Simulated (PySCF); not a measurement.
A geometry optimisation, step by step.

C3H9BS.
Numbering: `[CH3:1][B:2]([CH3:3])[CH2:4][SH:5]` (hydrogens: H6, H7, H8 on C1; H9, H10, H11 on C3; H12, H13 on C4; H14 on S5)

Method: PySCF 2.14.0, PBE0-D3(BJ)/def2-SVP geometry optimisation, gas phase; density fitting, grid level 1; the optimiser is geomeTRIC in internal coordinates, started from a GFN2-xTB structure with every atom displaced at random (about 0.01 Å). 8 of its 9 geometries are shown. The frame can shift and turn from step to step; on so coarse a grid that alone can change the energy by a few meV, and forces under 0.02 eV/Å are noise.

Step 0: E = -14755.0553 eV, largest atomic force 2.009 eV/Å
```
atom  x, y, z in Å  |  force x, y, z in eV/Å
C1     -1.378   -1.197    0.094   -0.720   1.840  -0.363
B2     -0.336   -0.029    0.265    0.719   0.027  -0.078
C3     -0.757    1.446    0.613    1.057  -0.575   0.503
C4      1.230   -0.402    0.067   -1.097   1.092   0.875
S5      2.366    0.690    0.966   -0.860   0.535   0.488
H6     -1.309   -1.642   -0.889    0.234  -0.446  -0.682
H7     -2.416   -0.835    0.196    0.068  -0.086   0.052
H8     -1.220   -1.958    0.815    0.325  -1.221   0.999
H9     -1.741    1.726    0.318   -1.279   0.222  -0.377
H10    -0.724    1.549    1.719    0.011  -0.127  -0.045
H11    -0.046    2.187    0.253    0.323   0.272  -0.171
H12     1.450   -0.297   -0.981    0.016  -0.018  -1.047
H13     1.406   -1.416    0.355    0.195  -1.139   0.192
H14     3.466    0.163    0.484    1.009  -0.376  -0.346
```

Step 1: E = -14755.2044 eV, largest atomic force 0.408 eV/Å
```
atom  x, y, z in Å  |  force x, y, z in eV/Å
C1     -1.507   -1.021    0.134    0.087  -0.320   0.221
B2     -0.331    0.011    0.261    0.036  -0.048   0.020
C3     -0.570    1.552    0.384   -0.334   0.120   0.003
C4      1.144   -0.566    0.240    0.212  -0.328  -0.102
S5      2.323    0.445    1.177    0.376  -0.065  -0.127
H6     -1.453   -1.506   -0.860    0.003   0.010   0.047
H7     -2.514   -0.602    0.251   -0.074   0.062  -0.027
H8     -1.372   -1.845    0.870   -0.069   0.193  -0.232
H9     -1.581    1.879    0.074    0.213  -0.066   0.029
H10    -0.490    1.777    1.466    0.004  -0.001   0.039
H11     0.196    2.181   -0.091    0.068  -0.039  -0.034
H12     1.404   -0.525   -0.842   -0.028   0.014   0.117
H13     1.219   -1.634    0.540   -0.127   0.349  -0.089
H14     3.484   -0.102    0.707   -0.366   0.119   0.136
```

Step 2: E = -14755.2183 eV, largest atomic force 0.103 eV/Å
```
atom  x, y, z in Å  |  force x, y, z in eV/Å
C1     -1.506   -1.024    0.136    0.030  -0.066   0.074
B2     -0.327    0.008    0.269   -0.013  -0.023   0.002
C3     -0.575    1.548    0.391   -0.068   0.049   0.051
C4      1.152   -0.560    0.239    0.024  -0.019  -0.066
S5      2.340    0.461    1.160    0.044  -0.002  -0.039
H6     -1.447   -1.507   -0.857    0.004   0.001  -0.008
H7     -2.513   -0.595    0.242    0.011   0.016  -0.020
H8     -1.389   -1.848    0.864   -0.024   0.025  -0.040
H9     -1.576    1.873    0.068    0.034  -0.010  -0.008
H10    -0.503    1.777    1.474   -0.002  -0.002  -0.010
H11     0.201    2.169   -0.083    0.026  -0.019  -0.003
H12     1.405   -0.527   -0.841   -0.009   0.007   0.023
H13     1.214   -1.617    0.546   -0.021   0.040   0.012
H14     3.475   -0.115    0.703   -0.038   0.004   0.032
```

Step 3: E = -14755.2204 eV, largest atomic force 0.048 eV/Å
```
atom  x, y, z in Å  |  force x, y, z in eV/Å
C1     -1.503   -1.030    0.137   -0.007   0.031  -0.003
B2     -0.330    0.009    0.273    0.014  -0.002   0.003
C3     -0.576    1.550    0.397   -0.003  -0.010   0.035
C4      1.150   -0.555    0.238    0.005   0.039  -0.026
S5      2.345    0.474    1.140   -0.037   0.025  -0.003
H6     -1.437   -1.509   -0.858    0.006   0.003  -0.009
H7     -2.511   -0.599    0.232    0.001  -0.002  -0.009
H8     -1.394   -1.854    0.860   -0.002  -0.013   0.019
H9     -1.570    1.880    0.064   -0.018   0.010  -0.012
H10    -0.511    1.779    1.481   -0.008  -0.001  -0.007
H11     0.211    2.161   -0.071    0.003  -0.008   0.003
H12     1.397   -0.532   -0.843   -0.006  -0.008  -0.010
H13     1.208   -1.606    0.556    0.014  -0.034   0.022
H14     3.472   -0.126    0.705    0.037  -0.030  -0.001
```

Step 5: E = -14755.2225 eV, largest atomic force 0.062 eV/Å
```
atom  x, y, z in Å  |  force x, y, z in eV/Å
C1     -1.500   -1.027    0.132   -0.015   0.032  -0.051
B2     -0.328    0.011    0.278    0.004   0.014   0.001
C3     -0.583    1.551    0.411    0.052  -0.024  -0.008
C4      1.153   -0.550    0.234   -0.020   0.017   0.022
S5      2.362    0.503    1.088   -0.010   0.007  -0.002
H6     -1.418   -1.503   -0.864    0.000  -0.005   0.007
H7     -2.507   -0.593    0.210   -0.002  -0.010   0.009
H8     -1.406   -1.854    0.855    0.009  -0.009   0.021
H9     -1.569    1.882    0.054   -0.015   0.005   0.000
H10    -0.543    1.774    1.497   -0.010  -0.003   0.007
H11     0.216    2.162   -0.037   -0.017   0.015   0.005
H12     1.383   -0.565   -0.850   -0.002  -0.018  -0.013
H13     1.213   -1.590    0.589    0.014  -0.014  -0.002
H14     3.478   -0.158    0.714    0.012  -0.006   0.002
```

Step 6: E = -14755.2233 eV, largest atomic force 0.034 eV/Å
```
atom  x, y, z in Å  |  force x, y, z in eV/Å
C1     -1.498   -1.024    0.125   -0.005   0.003  -0.033
B2     -0.326    0.014    0.277    0.004   0.010  -0.002
C3     -0.584    1.553    0.418    0.018  -0.007  -0.015
C4      1.154   -0.550    0.233   -0.001  -0.011   0.019
S5      2.369    0.520    1.056    0.015  -0.008  -0.004
H6     -1.410   -1.503   -0.869   -0.004  -0.006   0.012
H7     -2.506   -0.591    0.196   -0.002  -0.003   0.008
H8     -1.408   -1.849    0.851    0.005   0.009   0.002
H9     -1.566    1.883    0.050    0.002  -0.001   0.006
H10    -0.562    1.765    1.506   -0.006  -0.006   0.008
H11     0.218    2.172   -0.014   -0.010   0.008   0.003
H12     1.375   -0.593   -0.853    0.001  -0.011   0.001
H13     1.215   -1.582    0.611   -0.001   0.013  -0.007
H14     3.480   -0.174    0.723   -0.016   0.010   0.002
```

Step 7: E = -14755.2237 eV, largest atomic force 0.022 eV/Å
```
atom  x, y, z in Å  |  force x, y, z in eV/Å
C1     -1.497   -1.020    0.117    0.003  -0.011  -0.012
B2     -0.324    0.017    0.274    0.001   0.003  -0.005
C3     -0.583    1.554    0.423   -0.010   0.005  -0.008
C4      1.154   -0.550    0.233    0.006  -0.011   0.003
S5      2.375    0.532    1.031    0.018  -0.013  -0.001
H6     -1.406   -1.504   -0.873   -0.005  -0.004   0.008
H7     -2.505   -0.588    0.186   -0.001   0.003   0.003
H8     -1.408   -1.842    0.848    0.001   0.011  -0.004
H9     -1.563    1.885    0.049    0.008  -0.002   0.005
H10    -0.577    1.755    1.514    0.000  -0.006   0.005
H11     0.219    2.183    0.006   -0.001   0.000   0.002
H12     1.372   -0.617   -0.853    0.003  -0.004   0.007
H13     1.215   -1.576    0.630   -0.009   0.016  -0.001
H14     3.481   -0.184    0.727   -0.014   0.013  -0.001
```

Step 8: E = -14755.2239 eV, largest atomic force 0.021 eV/Å
```
atom  x, y, z in Å  |  force x, y, z in eV/Å
C1     -1.497   -1.018    0.111    0.006  -0.011   0.000
B2     -0.323    0.019    0.270    0.001   0.001  -0.005
C3     -0.583    1.555    0.425   -0.019   0.007   0.001
C4      1.155   -0.551    0.234    0.008  -0.002  -0.009
S5      2.380    0.538    1.016    0.006  -0.007   0.004
H6     -1.405   -1.508   -0.876   -0.002  -0.002   0.003
H7     -2.505   -0.584    0.177    0.000   0.004  -0.002
H8     -1.410   -1.835    0.847   -0.002   0.006  -0.002
H9     -1.561    1.887    0.048    0.006  -0.001   0.002
H10    -0.585    1.745    1.518    0.004  -0.003   0.001
H11     0.220    2.189    0.020    0.005  -0.004   0.001
H12     1.371   -0.635   -0.850    0.003  -0.001   0.006
H13     1.213   -1.571    0.645   -0.008   0.007   0.005
H14     3.482   -0.187    0.726   -0.005   0.006  -0.005
```

Question: Summarise the path.

Answer: The energy falls by 0.1686 eV from step 0 to step 8; nine tenths of that is first reached at step 2. It falls at every step. The largest force goes from 2.009 to 0.021 eV/Å. Among the bonds C1–H8 changes most, from 1.060 to 1.103 Å; the atoms move by 0.068 Å rms after alignment.

The cost below is that of the whole optimisation. Hardware: one thread, Arm Neoverse V2 (aarch64), shared host with 96 logical CPUs at a one-minute load of 57. Cost: 43 s, 0.52 GiB resident at most.
